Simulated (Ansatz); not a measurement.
`CN[BH][AlH2]` and `CCBNC` differ in one atom or group.

Ansatz, PBE0-D4/def2-TZVP geometries, multiplicity 1. Each molecule was computed in one conformer, which needn't be the lowest.

```tsv
property	`CN[BH][AlH2]`
LUMO energy (PBE0/def2-TZVPP) / eV	-1.84
HOMO–LUMO gap (ωB97M-V/def2-TZVPP) / eV	8.87
HOMO energy (PBE/def2-TZVPP) / eV	-5.73
LUMO energy (ωB97M-V/def2-TZVPP) / eV	-0.14
HOMO–LUMO gap (PBE/def2-TZVPP) / eV	3.12
HOMO energy (B3LYP/def2-TZVPP) / eV	-6.71
```

Task: Give the same properties after the change, and the shifts. (Best estimate.)

Result: The calculation gave: 
```tsv
property	`CCBNC`	shift
LUMO energy (PBE0/def2-TZVPP) / eV	0.81	2.65
HOMO–LUMO gap (ωB97M-V/def2-TZVPP) / eV	12.24	3.37
HOMO energy (PBE/def2-TZVPP) / eV	-6.28	-0.55
LUMO energy (ωB97M-V/def2-TZVPP) / eV	2.32	2.46
HOMO–LUMO gap (PBE/def2-TZVPP) / eV	6.12	3.00
HOMO energy (B3LYP/def2-TZVPP) / eV	-7.35	-0.64
```

With PBE0 the HOMO falls by 0.68 eV and the LUMO rises by 2.65 eV, so the gap widens by about 3.33 eV. PBE moves the HOMO by -0.55 eV and ωB97M-V by -0.91 eV.

B3LYP here is the variant with VWN-RPA as its local correlation; programs differ in this.
